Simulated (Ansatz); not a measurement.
Mulliken charges of CH5FGeOSe (`C[O][GeH]([F])[SeH]`) from PBE/def2-TZVPP in Ansatz (PBE0-D4/def2-TZVP geometry).

```json
{"atom": "C1", "x (Å)": "-0.758", "y (Å)": "-1.014", "z (Å)": "-0.979", "charge (e)": "-0.136"}
{"atom": "O2", "x (Å)": "0.565", "y (Å)": "-0.959", "z (Å)": "-0.485", "charge (e)": "-0.332"}
{"atom": "Ge3", "x (Å)": "1.105", "y (Å)": "0.380", "z (Å)": "0.511", "charge (e)": "0.651"}
{"atom": "F4", "x (Å)": "1.048", "y (Å)": "1.814", "z (Å)": "-0.470", "charge (e)": "-0.336"}
{"atom": "Se5", "x (Å)": "-0.340", "y (Å)": "0.826", "z (Å)": "2.300", "charge (e)": "-0.253"}
{"atom": "H6", "x (Å)": "-0.910", "y (Å)": "-2.008", "z (Å)": "-1.403", "charge (e)": "0.106"}
{"atom": "H7", "x (Å)": "-1.496", "y (Å)": "-0.857", "z (Å)": "-0.185", "charge (e)": "0.093"}
{"atom": "H8", "x (Å)": "-0.920", "y (Å)": "-0.269", "z (Å)": "-1.764", "charge (e)": "0.108"}
{"atom": "H9", "x (Å)": "2.555", "y (Å)": "0.078", "z (Å)": "0.883", "charge (e)": "0.009"}
{"atom": "H10", "x (Å)": "-0.849", "y (Å)": "2.008", "z (Å)": "1.593", "charge (e)": "0.089"}
```

Problem. By hand: the dipole of these point charges (1 e Å = 4.8032 D).

Solution. Σ q r = (-0.019, -0.257, -0.004) e Å, of length 0.258 e Å = 1.24 D.

Problem. How does the dipole of the full density compare? (An estimate is asked.)

Solution. Ansatz gave: (-0.143, -0.122, 0.097) e Å, 1.02 D; the point charges give 1.22 times that, at 52° from its direction.

Point charges leave out the atoms' own dipoles, such as those of lone pairs, and Mulliken's split depends on the basis, so the two needn't agree.
